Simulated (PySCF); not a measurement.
Computed shifts of a molecule C4H10Si, PBE/pcSseg-1 run with PySCF, GIAO, gas phase, equivalent atoms averaged, in ppm (number of nuclei): ¹³C: 155.8 (1), 138.7 (1), 30.1 (1), -2.4 (1). ²⁹Si: -32.2 (1). ¹H: 6.32 (2), 4.94 (1), 4.75 (1), 2.50 (3), 0.80 (3). References: ¹³C against TMS (σ = 182.0 ppm); ²⁹Si against TMS (σ = 335.4 ppm); ¹H against TMS (σ = 31.49 ppm), references at their B3LYP-D3(BJ)/def2-TZVP geometries, non-relativistic. Geometry optimised at PBE-D3(BJ)/def2-SVP. Other conformers were not sampled.

Question: Pick the molecule that these values belong to.
A) C1CC[SiH2]C1
B) C/C=C/C[SiH3]
C) [SiH3]CC1CC1
D) C=C(C)[SiH2]C

Answer: D, C=C(C)[SiH2]C
